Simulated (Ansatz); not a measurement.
Reaction (ligand exchange at a Ge–C bond): `N=[C](F)[GeH3]` + `N[SiH2]S` → `N[SiH2][S][GeH3]` + `N=CF`

Gas-phase electronic energies from Ansatz, PBE0-D4/def2-TZVP geometries. CCSD(T)/CBS adds triple-zeta CCSD(T) − MP2 to the extrapolated MP2 energy (def2 sets, frozen cores). This one scheme is used for every species. Functionals use def2-TZVPP. B3LYP here is the variant with VWN-RPA as its local correlation; programs differ in this. HSE06 is defined as in plane-wave codes. For Ge outer-core shells are correlated without core-valence functions, which leaves a few kJ/mol of doubt a bond. Scalar relativity is left out up to krypton. Each species was taken in one conformer, which may not be the lowest.

```
             level  ΔE (kJ/mol)  difference from CCSD(T)/CBS
          B3LYP-D4        -69.6                          1.3
          HSE06-D4        -74.1                         -3.2
           ωB97M-V        -69.2                          1.7
               PBE        -65.5                          5.4
              BLYP        -59.7                         11.2
           r2SCAN0        -73.7                         -2.8
             BHLYP        -70.3                          0.6
CCSD(T)/def2-TZVPP        -69.7                          1.2
     HF/def2-QZVPP        -76.0                         -5.1
    MP2/def2-QZVPP        -75.8                         -4.9
       CCSD(T)/CBS        -70.9                            0
```

Problem. What do rigid-rotor, harmonic-oscillator terms from PBE0-D4/def2-TZVP frequencies (298.15 K, 1 bar) make of the CCSD(T)/CBS value? (Best estimate.)

Solution. The calculation gave: ΔZPE = +8.4 kJ/mol, ΔH = -62.6 kJ/mol, ΔS = 4 J/(mol·K), ΔG = -63.7 kJ/mol. Modes under 50 cm⁻¹ make the entropy rough.

Largest T1 diagnostic among the species: 0.013.

From BLYP to BHLYP (50 % exact exchange), in def2-TZVPP and without D4, ΔE moves by −10.6 kJ/mol. Leaving LDA and LC-ωPBE aside and taking each functional with its dispersion term where it has one, the values, not all of them listed here, spread over 11.1 kJ/mol, from BHLYP-D4 to BLYP-D4. The D4 term adds −4.8 kJ/mol with B3LYP and −2.8 kJ/mol with PBE0; it sums over pairs of atoms, weighted by their polarisabilities, and B3LYP, whose exchange is more repulsive, gets the larger term.
